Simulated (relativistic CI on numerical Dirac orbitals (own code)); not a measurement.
Transition arrays of Xe⁸⁺

Method of calculation: Dirac-Coulomb-Breit CI, orbitals from a KLI potential per configuration, model QED, valence Slater integrals scaled by 0.9, whole transition arrays (own radial code, finite nucleus).

CI space (outside the closed core [Kr]): 4d¹⁰, 4d⁹4f, 4d⁹5p, 4d⁹5f. Levels of other configurations are missing.

All E1 lines from the levels of 4d¹⁰; mean and standard deviation are weighted by gf, and upper levels are sorted by their leading configuration.

| Upper configuration | Lines | Σgf | Mean (eV) | Mean (nm) | σ (eV) | Strongest line (nm) |
| --- | --- | --- | --- | --- | --- | --- |
| 4d⁹4f | 3 | 9.5 | 104.71 | 11.841 | 0.99 | 11.835 |
| 4d⁹5p | 3 | 1.2 | 75.43 | 16.437 | 0.57 | 16.491 |
| 4d⁹5f | 3 | 3.2 | 130.19 | 9.523 | 1.07 | 9.509 |

Σgf per state of the lower configuration in bins of 0.2 nm over the central range (centre: value): 9.5: 3.07, 11.9: 9.52, 16.1: 0.18, 16.5: 1.00.

Task: How do configuration mixing and the scaling of the Slater integrals move the arrays?

Result: Slater scale 0.9, no configuration mixing: 4d⁹4f 108.5 ± 0.9 eV (Σgf 12.2), 4d⁹5p 75.4 ± 0.5 eV (Σgf 1.3), 4d⁹5f 126.5 ± 0.9 eV (Σgf 0.1); Slater scale 1: 4d⁹4f 106.8 ± 1.0 eV (Σgf 9.4), 4d⁹5p 75.5 ± 0.6 eV (Σgf 1.2), 4d⁹5f 130.8 ± 1.1 eV (Σgf 3.6); Slater scale 0.8: 4d⁹4f 102.6 ± 1.0 eV (Σgf 9.6), 4d⁹5p 75.3 ± 0.6 eV (Σgf 1.2), 4d⁹5f 129.6 ± 1.0 eV (Σgf 2.8). With mixing, levels are counted to their leading configuration, so an array can shrink or vanish into another, and the sums then hold other lines.
